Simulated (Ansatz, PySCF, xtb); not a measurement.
Dimer: dimethyl selenide (SMILES C[Se]C) (first 9 atoms) with H2O (SMILES O); geometry from B3LYP-D3(BJ)/def2-TZVP, rigid monomers moved along the line of their centres of mass till Se2···H12 is 2.25 Å.
(charge 0, multiplicity 1):
```csv
atom,x (Å),y (Å),z (Å)
C,-0.8942,1.6941,-0.2074
Se,0.5986,0.4493,0.0682
C,-0.4315,-1.2035,-0.1786
H,-1.6610,1.5131,0.5417
H,-0.4939,2.6989,-0.0909
H,-1.2924,1.5729,-1.2121
H,-1.2179,-1.2564,0.5702
H,0.2617,-2.0312,-0.0455
H,-0.8459,-1.2310,-1.1837
O,-1.0814,0.2078,2.6847
H,-0.7744,0.2525,3.5954
H,-0.2879,0.3292,2.1361
```

Monomers are frozen at their geometry in the pair; levels with a basis set take the counterpoise correction.

The values were computed with Ansatz (a program for electronic structure) with Gaussian orbitals; PySCF for the dispersion terms; xtb for the GFN methods. Values without a source in brackets are computed.

Problem. One of these levels gives -216.2 meV for the interaction energy. Which one is it?
A) B3LYP-D4/def2-TZVPPD
B) GFN2-xTB
C) r2SCAN-D4/def2-TZVPPD
D) r2SCAN/def2-TZVPPD

Solution. C, r2SCAN-D4/def2-TZVPPD. The others give -121.6 (GFN2-xTB), -198.7 (r2SCAN/def2-TZVPPD), -178.6 (B3LYP-D4/def2-TZVPPD)
